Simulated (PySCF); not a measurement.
Computed shifts of a molecule C3H8Ge, PySCF with PBE/pcSseg-1, GIAO, gas phase, atoms alike by connectivity averaged where their shifts nearly agree, in ppm (number of nuclei): ¹³C: 145.4 (1), 121.2 (1), 25.6 (1). ¹H: 6.35 (1), 5.54 (1), 5.43 (1), 4.27 (3), 2.24 (2). References: ⁷³Ge against GeH4 (σ = 1614.4 ppm); ¹³C against TMS (σ = 182.0 ppm); ¹H against TMS (σ = 31.49 ppm), references at their B3LYP-D3(BJ)/def2-TZVP geometries, non-relativistic. Coordinates come from a B3LYP-D3(BJ)/def2-SVP optimisation. One conformer was computed; it need not be the lowest.

**Question.** Which structure fits?
A) C1[CH2][GeH2][CH2]1
B) C=[CH][GeH2][CH3]
C) C=C[CH2][GeH3]
D) C/C=[CH]\[GeH3]

**Answer.** C, C=C[CH2][GeH3]
